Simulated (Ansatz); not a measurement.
Coupled-cluster diagnostics for B₇N₆⁺ (the lowest singlet isomer of a short search), Ansatz.

Geometry of the singlet (PBE-D4/def2-SVP):

| atom | x (Å) | y (Å) | z (Å) |
| --- | --- | --- | --- |
| B1 | -0.245 | -2.224 | -1.676 |
| B2 | 0.634 | 2.306 | 0.952 |
| B3 | -1.512 | -1.319 | 1.819 |
| B4 | 1.470 | 1.791 | -1.266 |
| B5 | -0.731 | 0.892 | 2.375 |
| B6 | 1.079 | -0.260 | -2.470 |
| B7 | -1.074 | -2.563 | -0.303 |
| N8 | 0.476 | -1.481 | -2.427 |
| N9 | -1.382 | -0.270 | 2.578 |
| N10 | 1.567 | 0.935 | -2.302 |
| N11 | 1.289 | 2.519 | -0.185 |
| N12 | -0.056 | 1.970 | 2.039 |
| N13 | -1.515 | -2.295 | 0.867 |

Correlated methods freeze 13 core orbitals. The structure comes from a short search, and lower isomers may exist.

Problem. Estimate the CCSD(T) correlation energy, the shares of MP2 and (T), T1 and the reference's ⟨S²⟩ for: charge 1, singlet, own geometry in def2-SVP; and the rough time on 6 threads of Intel Xeon on a shared host.

Solution. 
```json
{"state": "charge 1, singlet, own geometry", "basis": "def2-SVP", "correlation (eV)": "-40.633", "MP2 share (%)": "93.3", "(T) share (%)": "4.6", "T1": "0.022", "⟨S²⟩ (pure)": "0.00 (0.00)", "wall time": "1.8 min", "remarks": "large T1"}
```
Customary marks for T1 are 0.02 (closed shells), 0.045 (open shells) and about 0.05 (3d metals). T1 exceeds 0.02 in 1 of 1 rows and 0.045 in 0; the higher it lies, the less the single-reference result can be trusted.
